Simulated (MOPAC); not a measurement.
Job for MOPAC: AM1 on NaO, 2S+1 = 2, a spin state set in the input, which need not be the lowest, a point of a bond scan (R = 2.108 Å).

```
AM1 1SCF PRECISE CHARGE=0 UHF MS=0.5 THREADS=1
NaO

O      0.00000000 1     0.00000000 1     0.00000000 1
Na     0.00000000 1     0.00000000 1     2.10815500 1
```

Output:

```
*******************************************************************************
 **                                                                           **
 **                              MOPAC v23.2.5                                **
 **                                                                           **
 *******************************************************************************
 ** MOPAC's Digital Object Identifier: https://doi.org/10.5281/zenodo.6511958 **
 **                                                                           **
 ** Please cite the open-source release paper for use of this MOPAC version:  **
 ** J. E. Moussa and J. J. P. Stewart (2026)                                  **
 ** MOPAC: An open-source semiempirical molecular orbital program             **
 ** J. Open Source Softw., 11(119), 8025, https://doi.org/10.21105/joss.08025 **
 *******************************************************************************

                              AM1 CALCULATION RESULTS

 *******************************************************************************
 *  AM1        - The AM1 Hamiltonian to be used
 *  UHF        - UNRESTRICTED HARTREE-FOCK CALCULATION
 *
 *
 *
 *                 CHARGE ON SYSTEM = 0
 *
 *
 *
 *  MS=        - IN MECI, MAGNETIC COMPONENT OF SPIN =  0.5
 *  PRECISE    - TIGHTER CRITERIA TO BE USED
 *  1SCF       - DO 1 SCF AND THEN STOP
 *  THREADS=1  - MULTI-THREADING NOT USED
 *  T=         - A TIME OF 172800.0 SECONDS REQUESTED
 *  DUMP=N     - RESTART FILE WRITTEN EVERY 7200.0 SECONDS REQUESTED
 *******************************************************************************
AM1 1SCF PRECISE CHARGE=0 UHF MS=0.5 THREADS=1
 NaO

   ATOM   CHEMICAL          X               Y               Z
  NUMBER   SYMBOL      (ANGSTROMS)     (ANGSTROMS)     (ANGSTROMS)

     1       O          0.00000000  *   0.00000000  *   0.00000000  *
     2      Na          0.00000000  *   0.00000000  *   2.10815500  *



          CARTESIAN COORDINATES

    NO.       ATOM           X           Y           Z

     1         O          0.0000      0.0000      0.0000
     2        Na          0.0000      0.0000      2.1082

  O: (AM1): M.J.S. DEWAR ET AL, J. AM. CHEM. SOC. 107 3902-3909 (1985)
 Na: (AM1): J. J. P. STEWART, J. MOL. MOD., 10, 155-164 (2004)

           Empirical Formula: O Na  =     2 atoms



      MOLECULAR POINT GROUP   :   C*v


          UHF CALCULATION, NO. OF ALPHA ELECTRONS =    4
                           NO. OF BETA  ELECTRONS =    3

 -------------------------------------------------------------------------------
 AM1 1SCF PRECISE CHARGE=0 UHF MS=0.5 THREADS=1
 NaO



     1SCF WAS SPECIFIED, SO BFGS WAS NOT USED
     SCF FIELD WAS ACHIEVED


                              AM1 CALCULATION
                                                       MOPAC v23.2.5 Linux




          FINAL HEAT OF FORMATION =         20.26232 KCAL/MOL =      84.77757 KJ/MOL


          COSMO AREA              =         96.55 SQUARE ANGSTROMS
          COSMO VOLUME            =         87.08 CUBIC ANGSTROMS

          IONIZATION POTENTIAL    =          8.394903 EV
          ALPHA SOMO LUMO (EV)    =         -9.306 -1.015
          BETA  SOMO LUMO (EV)    =         -8.395 -1.061
          NO. OF ALPHA ELECTRONS  =          4
          NO. OF BETA  ELECTRONS  =          3
          MOLECULAR WEIGHT        =         38.9892         POINT GROUP:  C*v

          MOLECULAR DIMENSIONS (Angstroms)

            Atom       Atom       Distance
           Na     2    O     1     2.10816
           Na     2    O     1     0.00000
            O     1   Na     2     0.00000


          SCF CALCULATIONS        =          1





   ATOM   CHEMICAL          X               Y               Z
  NUMBER   SYMBOL      (ANGSTROMS)     (ANGSTROMS)     (ANGSTROMS)

     1       O          0.00000000  *   0.00000000  *   0.00000000  *
     2      Na          0.00000000  *   0.00000000  *   2.10815500  *

                             CARTESIAN COORDINATES

   1    O        0.000000000     0.000000000     0.000000000
   2   Na        0.000000000     0.000000000     2.108155000


           Empirical Formula: O Na  =     2 atoms



      MOLECULAR POINT GROUP   :   C*v


          ALPHA EIGENVALUES
 -30.63143 -10.80980  -9.89938  -9.30648  -1.01479   1.74728   2.02813   5.51713


           BETA EIGENVALUES
 -26.68869  -9.03648  -8.39490  -1.06115   1.01806   1.94907   4.25513   5.79897


              NET ATOMIC CHARGES AND DIPOLE CONTRIBUTIONS

  ATOM NO.   TYPE          CHARGE      No. of ELECS.   s-Pop       p-Pop
    1          O          -0.513398        6.5134     1.93989     4.57351
    2         Na           0.513398        0.4866     0.08780     0.39880
 DIPOLE           X         Y         Z       TOTAL
 POINT-CHG.     0.000     0.000     5.199     5.199
 HYBRID         0.000     0.000     1.845     1.845
 SUM            0.000     0.000     7.043     7.043


          ATOMIC ORBITAL ELECTRON POPULATIONS

     Atom    s        px        py        pz
    1  O   1.93989   1.91555   0.97580   1.68216
    2 Na   0.08780   0.08445   0.02420   0.29015


                    (SZ)    =    0.500000
                    (S**2)  =    0.755034


          ATOMIC ORBITAL SPIN POPULATIONS

    Atom   Total    s     px     py     pz
         Atomic
    1  O  1.0376  0.008  0.015  0.976  0.038
    2 Na -0.0376 -0.013 -0.015  0.024 -0.033

 **********************
 *                    *
 * JOB ENDED NORMALLY *
 *                    *
 **********************




 == MOPAC DONE ==
```

The run finished.

Cost: very roughly 0.020 core-seconds.
